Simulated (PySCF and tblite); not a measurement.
C6H4O3S, numbered as in [O:1]=[C:2]1[CH:3]=[CH:4][C:5](=[O:6])[C:7]([SH:8])=[C:9]1[OH:10]. The ensemble was built from 90 distance-geometry starts (ETKDG and KDG, MMFF94s, GFN2-xTB) and rests on GFN2-xTB geometries. Weights use PBE0-D3(BJ)/def2-SVP (IEF-PCM, dimethylsulfoxide) energies plus GFN2-xTB zero-point and thermal terms (modes under about 100 cm⁻¹ blended into free rotors). Symmetry numbers and mirror images are counted. Conformers within 2.5 kcal/mol (GFN2-xTB free energy) were kept, 4 at most. GIAO shieldings: wB97X-D/pcSseg-1 (IEF-PCM, dimethylsulfoxide). Shifts are against TMS (¹H), TMS (¹³C) at the same level. (PySCF 2.14, tblite 0.8.)

Torsions listed: C5–C7–S8–H8, C2–C9–O10–H10. The 6-ring runs over atoms 2–3–4–5–7–9.

Two conformers hold nearly all the population. I: 6-ring flat; 180°, 0°; δ(C7) = 127.30 ppm. II: 6-ring flat; 0°, 0°; δ(C7) = 125.00 ppm. The average over the ensemble at 298.15 K is 125.46 ppm.

(1) What populations and free-energy difference follow from a two-state model?

The minima are those of GFN2-xTB; planar forms about aryl–S or allylic bonds may be saddles in DFT.

Answers

(1) p(I) = (125.46 − 125.00)/(127.30 − 125.00) = 0.20, so K = p(II)/p(I) = 4.00 and G(II) − G(I) = −RT ln K = -0.82 kcal/mol. The weights computed directly are 20.0 % and 80.0 %.


Conformer gaps in def2-SVP on xTB geometries can be 2 kcal/mol too large for S=O, P=O and other polar bonds.